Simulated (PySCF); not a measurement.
# Rh: excitation energy

Rh [Kr] 4d8 5s1 (4F) → Rh [Kr] 4d7 5s2 (4F), as a difference of total energies. All numbers are calculated (PySCF 2.14, a scalar-relativistic core potential, in def2-TZVPPD with the def2 core potential (28 electrons) (6s4p3d2f1g, 56 functions)). Correlated levels: valence and next inner shell: nothing frozen outside the core potential. The calculations carry no spin-orbit coupling.

```csv
method,excitation energy (eV)
UHF,1.309
MP2 (valence and next inner shell),1.604
SCS-MP2 (valence and next inner shell),1.469
CCSD (valence and next inner shell),1.419
CCSD(T) (valence and next inner shell),1.396
```

Q: How much does correlation contribute at CCSD(T) (valence and next inner shell)?

A: 1.396 − (1.309) = 0.087 eV, measured against UHF.
